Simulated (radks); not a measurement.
Values are calculated unless marked as measured or tabulated.
All-electron atom: Fe+ in [Ar] 3d6 4s1 (the NIST ground configuration).

Level of theory: non-relativistic Kohn-Sham, OLYP, spin-polarised, spherical densities, point nucleus; open shells are filled with parallel spins first (a radial shooting solver on a logarithmic mesh with Libxc functionals).

Energy parts (hartree):
total: -1263.69166
kinetic: 1262.79423
electron-nucleus: -2999.79925
Hartree: 529.04179
exchange-correlation: -55.72843

Orbitals (lengths in bohr, moments of r in powers of bohr):
\begin{tabular}{lrrr}
orbital & occ. & eigenvalue (hartree) & <1/r> \\ \hline
1s up & 1 & -255.0448 & 25.51 \\
1s down & 1 & -255.0433 & 25.51 \\
2s up & 1 & -29.98543 & 5.462 \\
2s down & 1 & -29.90629 & 5.475 \\
2p up & 3 & -25.91848 & 5.414 \\
2p down & 3 & -25.86062 & 5.424 \\
3s up & 1 & -3.75602 & 1.725 \\
3s down & 1 & -3.58625 & 1.714 \\
3p up & 3 & -2.56698 & 1.600 \\
3p down & 3 & -2.39719 & 1.587 \\
3d up & 5 & -0.65117 & 1.245 \\
3d down & 1 & -0.49114 & 1.191 \\
4s up & 1 & -0.45853 & 0.4840 \\
4s down & 0 & -0.41937 & 0.4443 \\
\end{tabular}

The highest occupied level is 4s up at -12.477 eV. Spin moment in Bohr magnetons: 5. The density falls to 0.001 e/bohr^3 at r = 3.84 bohr. Virial ratio -V/T = 2.00071.
